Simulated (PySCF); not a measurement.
HSE06 on Li⁻ (lithium, charge -1), [He] 2s2, closed-shell 1S. Computed with PySCF 2.14 in aug-cc-pV5Z (7s6p5d4f3g2h, 127 functions), with the non-relativistic Hamiltonian (point nucleus).

```
cycle= 1 E= -7.48654414035166  delta_E= -0.00106  |g|= 0.00752  |ddm|= 1.38
cycle= 2 E= -7.48655512273946  delta_E= -1.1e-05  |g|= 0.00709  |ddm|= 0.25
cycle= 3 E= -7.4868687144943  delta_E= -0.000314  |g|= 0.000391  |ddm|= 0.125
cycle= 4 E= -7.48686925821925  delta_E= -5.44e-07  |g|= 3.06e-05  |ddm|= 0.00639
cycle= 5 E= -7.48686926436437  delta_E= -6.15e-09  |g|= 2.57e-06  |ddm|= 0.00102
cycle= 6 E= -7.48686926440907  delta_E= -4.47e-11  |g|= 2.92e-07  |ddm|= 0.00012
converged SCF energy = -7.48686926440907  <S^2> = -4.8849813e-15  2S+1 = 1
```

Highest occupied orbital energy: 0.774 eV; ⟨L²⟩ = 0.00; populations by l: s 4.00, p 0.00, d 0.00, f 0.00.

Question: Can this result be used?

Answer: With care. Self-consistency was reached. At HSE06 the highest occupied level has a positive energy, so only the finite basis holds that electron; in a semilocal or global hybrid functional this comes from self-interaction and does not mean that the real anion is unbound.
